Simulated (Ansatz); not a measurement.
System: C7H13, charge 0, multiplicity 2. It need not be the lowest isomer of its formula. SMILES: C(CC(C)C)C=[CH]
Geometry from a B3LYP-D3(BJ)/def2-TZVP (Ansatz, a program for electronic structure) optimisation:
```
C
H 1 1.0937
H 1 1.0965 2 106.24
C 1 1.5323 2 108.34 3 117.46
H 4 1.0920 1 109.92 2 65.46
H 4 1.0938 5 107.13 1 -119.21
C 4 1.5055 5 109.43 6 -117.35
C 7 1.3040 4 126.27 5 -4.46
H 8 1.0780 7 138.33 4 -179.55
H 7 1.0964 8 118.42 9 -0.74
C 1 1.5333 2 108.94 3 -117.24
H 11 1.0968 1 107.57 2 -66.43
C 11 1.5292 12 107.89 1 -118.94
H 13 1.0919 11 111.33 12 60.04
H 13 1.0919 14 107.99 11 122.40
H 13 1.0937 14 107.75 15 116.05
C 11 1.5294 12 107.99 1 121.57
H 17 1.0905 11 112.20 12 -57.46
H 17 1.0918 18 107.52 11 -122.13
H 17 1.0940 18 107.86 19 -115.85
```
Charge 0, spin multiplicity 2.

Quantity: atomisation energy (electronic, to ground-state atoms), in kJ/mol. Valence correlation only, unless marked. UHF or UKS for open shells. Spin-orbit coupling is left out. No relativistic terms. The coupled-cluster limit lacks core correlation, which all-electron functionals hold. CBS(X,Y): correlation extrapolated as X^-3; Hartree-Fock from the larger set. [CCSD(T)-MP2]/basis is that difference in the basis named.

```json
[
 {"level": "PBE-D4/def2-TZVPD", "program": "Ansatz + dftd4", "atomisation energy (kJ/mol)": "8201.8", "minus last row": "173.6"},
 {"level": "BLYP/def2-TZVPD", "program": "Ansatz", "atomisation energy (kJ/mol)": "7909.6", "minus last row": "-118.6"},
 {"level": "PBE0-D3(BJ)/def2-TZVPD", "program": "Ansatz + dftd3", "atomisation energy (kJ/mol)": "8110.4", "minus last row": "82.2"},
 {"level": "PBE0-D4/def2-TZVPD", "program": "Ansatz + dftd4", "atomisation energy (kJ/mol)": "8107.0", "minus last row": "78.8"},
 {"level": "PBE0/def2-TZVP", "program": "Ansatz", "atomisation energy (kJ/mol)": "8071.8", "minus last row": "43.6"},
 {"level": "r2SCANh-D4/def2-TZVPD", "program": "Ansatz + dftd4", "atomisation energy (kJ/mol)": "8033.4", "minus last row": "5.2"},
 {"level": "r2SCAN0/def2-TZVPD", "program": "Ansatz", "atomisation energy (kJ/mol)": "7979.5", "minus last row": "-48.7"},
 {"level": "HSE06-D4/def2-TZVPD", "program": "Ansatz + dftd4", "atomisation energy (kJ/mol)": "8111.9", "minus last row": "83.7"},
 {"level": "wB97X-V/def2-TZVPD", "program": "Ansatz", "atomisation energy (kJ/mol)": "8031.5", "minus last row": "3.3"},
 {"level": "SCS-MP2/6-31G", "program": "Ansatz", "atomisation energy (kJ/mol)": "7019.5", "minus last row": "-1008.7"},
 {"level": "SCS-MP2/cc-pVDZ", "program": "Ansatz", "atomisation energy (kJ/mol)": "7502.5", "minus last row": "-525.7"},
 {"level": "CCSD/STO-3G", "program": "Ansatz", "atomisation energy (kJ/mol)": "8405.2", "minus last row": "377.0"},
 {"level": "CCSD(T)/STO-3G", "program": "Ansatz", "atomisation energy (kJ/mol)": "8414.5", "minus last row": "386.3"},
 {"level": "CCSD(T)/cc-pVTZ", "program": "Ansatz", "atomisation energy (kJ/mol)": "7856.7", "minus last row": "-171.5"},
 {"level": "RI-MP2/CBS(cc-pVTZ,cc-pVQZ)+[CCSD(T)-MP2]/cc-pVTZ", "program": "Ansatz", "atomisation energy (kJ/mol)": "8028.2", "minus last row": "0.0"}
]
```

The UHF reference is spin-contaminated (<S^2> 0.17 over the pure value in the largest basis).
